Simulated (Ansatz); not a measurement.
Consider the substitution at a C–C bond: `N[SiH2]CCF` + H–F → `N[SiH2]CF` + fluoromethane.

Gas-phase electronic energies from Ansatz, PBE0-D4/def2-TZVP geometries. CCSD(T)/CBS adds triple-zeta CCSD(T) − MP2 to the extrapolated MP2 energy (def2 sets, frozen cores). This one scheme is used for every species. DFT in def2-TZVPP. One conformer a species, not always the lowest.

(1) Is it downhill or uphill in electronic energy at CCSD(T)/CBS, and by how much? (Estimate.)

(2) What do these levels give: PBE, PBE0, MP2/def2-TZVPP, CCSD(T)/def2-TZVPP, MP2/def2-QZVPP, CCSD/CBS(def2)? (Best estimate.)

Largest T1 diagnostic among the species: 0.011.

## Answers

(1) The calculation gave: Uphill: ΔE = +0.89 eV.

(2) Ansatz gave: PBE 0.72, PBE0 0.79, MP2/def2-TZVPP 0.96, CCSD(T)/def2-TZVPP 0.85, MP2/def2-QZVPP 0.98, CCSD/CBS(def2) 0.86 eV.

In def2-TZVPP, CCSD(T) changes the Hartree–Fock value by +0.25 eV (the triples alone add +0.02 eV) and MP2 by +0.35 eV. From PBE to PBE0 (25 % exact exchange), in def2-TZVPP and without D4, ΔE moves by +0.06 eV. The D4 term adds +0.07 eV with B3LYP and +0.04 eV with PBE0; it sums over pairs of atoms, weighted by their polarisabilities, and B3LYP, whose exchange is more repulsive, gets the larger term.

B3LYP here is the variant with VWN-RPA as its local correlation; programs differ in this.
